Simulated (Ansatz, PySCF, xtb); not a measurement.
Stretching the Se4–H5 bond in GaH3Se (SMILES [GaH2][SeH]) (multiplicity 1 held, fragments rigid). Energies count from the point at 1.471 Å.
Geometry at that point (charge 0, multiplicity 1):
```xyz
5

Ga     0.275     0.011    -1.153
H     -0.804    -0.576    -2.117
H      1.662     0.604    -1.556
Se    -0.304    -0.028     1.114
H      0.957     0.590     1.552
```

Restricted levels (R-, RO-) in cc, def2 and unpolarised 6-31G sets keep to the state of the molecule at rest. U- levels take the lowest unrestricted solution at each point, which mixes spins at long bonds. Levels need not reach the same state.

Rows in 3-21G carry no dispersion term and start afresh at each structure; the Pople sets are all-electron and without relativity.

Run with Ansatz (Gaussian basis) for Hartree–Fock, density functionals and correlated methods; PySCF for 3-21G rows; xtb for the GFN methods. Values without a source in brackets are computed. The GFN methods have no spin term and hold the electronic entropy of 300 K.

Task: One of these levels gives 7.380 eV for the energy at R = 4.709 Å. Name it.
A) GFN2-xTB
B) R-r2SCAN/cc-pVTZ
C) R-HF/3-21G
D) U-HF/cc-pVTZ

Result: C, R-HF/3-21G. The others give 3.633 (GFN2-xTB), 2.500 (U-HF/cc-pVTZ), 5.266 (R-r2SCAN/cc-pVTZ)

Doubts at one or more of the structures used: a restricted determinant that unrestricted orbitals would lower (R-HF/3-21G, R-r2SCAN/cc-pVTZ); a spin-contaminated determinant (U-HF/cc-pVTZ).

Ansatz is a quantum-chemistry and plane-wave program.
